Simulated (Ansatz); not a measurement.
Si2Te. Charge 0, multiplicity 1. Geometry r2SCAN-D4/def2-TZVP; atoms count from 1.

Cartesian coordinates in Å:
```
Si -1.1859 -0.7062 -0.2546
Si 1.0082 -0.0379 -0.9757
Te 0.1777 0.7440 1.2303
```

In the def2 sets Te takes a core potential; there is no spin–orbit coupling. The structure comes from a short search, and lower isomers may exist.

Q: Estimate the Mulliken populations from the PBE0/def2-TZVP orbitals of Ansatz.

A: 
```tsv
atom	charge (e)
Si1	0.01
Si2	0.01
Te3	-0.02
```
Mulliken values depend strongly on the basis.

Q: And the Mayer bond orders between heavy atoms (over 0.3)?

A: Si1–Si2 1.09 (2.40 Å); Si1–Te3 1.36 (2.48 Å); Si2–Te3 1.36 (2.48 Å).
